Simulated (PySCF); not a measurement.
Bond stretch in SiC, triplet.

Level of theory: CCSD(T) on UHF/cc-pVTZ, 6 core orbitals frozen (PySCF).

Task: Relative to R = 1.71 Å, what are the energies at R = 2.56, 2.85, 3.74, 6.91 Å?

Result: 102.1 mEh at 2.56 Å, 129.3 mEh at 2.85 Å, 156.0 mEh at 3.74 Å, 159.6 mEh at 6.91 Å.

The unrestricted determinant behind UCCSD(T) is spin-contaminated at 1.45 to 6.91 Å (<S²> up to 3.1, against 2.00 for a pure triplet).
